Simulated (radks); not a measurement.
Problem. Species: Yb III. Configuration: [Xe] 4f13 7s1 (not the ground configuration). Method: scalar-relativistic Kohn-Sham, PBE, spin-polarised, spherical densities, point nucleus; open shells are filled with parallel spins first (spin-orbit coupling, left out, can overturn this in heavy ions); computed with a radial shooting solver on a logarithmic mesh with Libxc functionals. Some entries of the table are withheld. Estimate them.

orbital  occ.  eigenvalue (eV)  <r> (bohr)  <1/r> (bohr^-1)
1s up       1        -61273.88     0.01966            80.67
1s down     1        -61273.87     0.01966            80.67
2s up       1        -10404.95     0.08333            18.80
2s down     1        -10404.94     0.08333            18.80
2p up       3        -9172.672     0.07415            17.26
2p down     3        -9172.659     0.07415            17.26
3s up       1        -2368.124      0.2167            6.946
3s down     1        -2367.649      0.2167            6.947
3p up       3        -1996.738      0.2163            6.465
3p down     3        -1996.262      0.2162            6.466
3d up       5        -1544.833      0.1961            6.122
3d down     5        -1544.470      0.1961            6.123
4s up       1        -489.4558      0.4875            2.938
4s down     1        -488.4983      0.4876            2.937
4p up       3        -367.4639      0.5177            2.681
4p down     3        -366.5248      0.5177            2.680
4d up       5        -206.9584      0.5586            2.372
4d down     5        -206.0363      0.5588            2.371
5s up       1              (1)       1.186            1.119
5s down     1              (2)       1.188            1.116
5p up       3         -52.0214       1.391           0.9368
5p down     3         -51.6711       1.394           0.9344
4f up       7         -31.1005         (3)            1.794
4f down     6         -30.2636         (4)            1.788
7s up       1          -9.2717       5.968           0.2156

Solution. 
(1) 5s up eigenvalue (eV): -80.7055
(2) 5s down eigenvalue (eV): -80.2514
(3) 4f up <r> (bohr): 0.7309
(4) 4f down <r> (bohr): 0.7350
